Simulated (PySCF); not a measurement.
# Correlation energy of Al- (aluminium, charge -1)

[Ne] 3s2 3p2, high-spin 3P determinant. All numbers are calculated (PySCF 2.14, no relativity, point nucleus, in dyall-acv3z). Frozen: [Ne]; 4 electrons correlated; the 23 highest virtual orbitals of each spin left out.

```csv
level,correlation energy (mhartree)
CCSD,-65.09
(T),-3.15
CCSD(T),-68.24
```

Diagnostics: T1 = 0.019, D1 = 0.0424, largest double amplitude 0.081.

Cost of the coupled-cluster step: about 24 core-seconds, for 4 correlated electrons.

Iterations:

```
CC2 = 0
CCSD nocc = (np.int64(3), np.int64(1)), nmo = (85, 85)
frozen orbitals [[0, 1, 2, 3, 4, 90, 91, 92, 93, 94, 95, 96, 97, 98, 99, 100, 101, 102, 103, 104, 105, 106, 107, 108, 109, 110, 111, 112], [0, 1, 2, 3, 4, 90, 91, 92, 93, 94, 95, 96, 97, 98, 99, 100, 101, 102, 103, 104, 105, 106, 107, 108, 109, 110, 111, 112]]
max_cycle = 100
direct = 0
conv_tol = 1e-08
conv_tol_normt = 1e-06
diis_space = 8
diis_start_cycle = 0
Init t2, MP2 energy = -0.0500779801618806
Init E_corr(UCCSD) = -0.05007798016761
cycle = 1  E_corr(UCCSD) = -0.0598776582205233  dE = -0.00979967805  norm(t1,t2) = 0.0650165
cycle = 2  E_corr(UCCSD) = -0.0629423111075905  dE = -0.00306465289  norm(t1,t2) = 0.0266636
cycle = 3  E_corr(UCCSD) = -0.0650377786177951  dE = -0.00209546751  norm(t1,t2) = 0.0131819
cycle = 4  E_corr(UCCSD) = -0.0650669996066592  dE = -2.92209889e-05  norm(t1,t2) = 0.00309621
cycle = 5  E_corr(UCCSD) = -0.0650901210266286  dE = -2.312142e-05  norm(t1,t2) = 0.00075463
cycle = 6  E_corr(UCCSD) = -0.0650888897577465  dE = 1.23126888e-06  norm(t1,t2) = 0.000232516
cycle = 7  E_corr(UCCSD) = -0.0650880233358031  dE = 8.66421943e-07  norm(t1,t2) = 8.23028e-05
cycle = 8  E_corr(UCCSD) = -0.0650888393096309  dE = -8.15973828e-07  norm(t1,t2) = 3.02048e-05
cycle = 9  E_corr(UCCSD) = -0.0650882935230916  dE = 5.45786539e-07  norm(t1,t2) = 1.31207e-05
cycle = 10  E_corr(UCCSD) = -0.0650883986695193  dE = -1.05146428e-07  norm(t1,t2) = 5.08443e-06
cycle = 11  E_corr(UCCSD) = -0.065088418621927  dE = -1.99524077e-08  norm(t1,t2) = 1.59764e-06
cycle = 12  E_corr(UCCSD) = -0.0650884184144733  dE = 2.07453776e-10  norm(t1,t2) = 4.25244e-07
UCCSD converged
E(UCCSD) = -241.946188619437  E_corr = -0.06508841841447326
UCCSD(T) correction = -0.0031494455475789
```
